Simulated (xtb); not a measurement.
Si(H)(Me) (CH4Si), SMILES C[SiH] (connectivity only; charge and spin as stated), neutral, multiplicity 1. All values are semi-empirical tight-binding results from xtb (GFN2-xTB unless named), good for trends rather than for accurate numbers. The structure is a stationary point at GFN2-xTB.

Optimised geometry:

```xyz
6

Si     0.1142     0.7541     0.0000
H     -1.3529     1.0561     0.0000
C     -0.0168    -1.1571     0.0000
H      0.9609    -1.6363     0.0000
H     -0.5533    -1.5170     0.8789
H     -0.5533    -1.5170    -0.8789
```
Charge 0, spin multiplicity 1.

Computed properties:
```
Quantity                                               Value
---------------------------------------------  -------------
point group as xtb finds it                               Cs
orbital gap                                          2.26 eV
dipole moment                                         0.66 D
zero-point energy                              26.3 kcal/mol
G − E(el) at 298.15 K (modified RRHO)          10.9 kcal/mol
static polarisability (D4 model)                  48.4 bohr³
solvation energy, GFN2-xTB/ALPB(water)          1.7 kcal/mol
solvation energy, GFN2-xTB/ALPB(acetonitrile)   0.6 kcal/mol
```

Task: Give the atomic charges and the Wiberg bond orders between heavy atoms. (The exact figures need the calculation; the answer reports its results.)

Result: charges (e) Si1 0.30, H2 -0.12, C3 -0.19, H4 0.00, H5 0.01, H6 0.01. Bond orders Si1–C3 0.97.
